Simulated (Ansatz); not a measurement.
The cluster HfSi3⁻. The state is a doublet with charge -1. Geometry PBE-D4/def2-SVPD; atoms count from 1.

```xyz
4

Hf   -0.066    1.346   -0.657
Si   -1.182   -0.204    0.982
Si   -0.207   -1.132   -1.049
Si    1.454   -0.010    0.724
```

In the def2 sets Hf takes a core potential; there is no spin–orbit coupling. The charge -1 doublet is spin-contaminated (final ⟨S²⟩ up to 1.08, 0.75 for a pure state). The structure comes from a short search, and lower isomers may exist.

Question: Estimate the Mulliken populations from the PBE0/def2-TZVPD orbitals of Ansatz.

Answer: 
```csv
atom,charge (e),spin (α − β),d electrons
Hf1,-0.10,0.67,2.69
Si2,-0.32,0.41,–
Si3,-0.31,0.40,–
Si4,-0.28,-0.48,–
```
Mulliken values depend strongly on the basis. With diffuse functions, as here, like atoms can get unlike values, and bond orders can come out too low or too high.

Question: Where does the spin sit?

Answer: Summed by element: Hf 0.67, Si 0.33, of 1 unpaired in all. Largest on single atoms: Hf1 0.67, Si4 -0.48, Si2 0.41.

Question: And the Mayer bond orders between heavy atoms (over 0.3)?

Answer: Hf1–Si2 1.50 (2.52 Å); Hf1–Si3 1.51 (2.51 Å); Hf1–Si4 1.65 (2.46 Å); Si2–Si3 0.79 (2.44 Å); Si2–Si4 0.56 (2.66 Å); Si3–Si4 0.55 (2.68 Å).
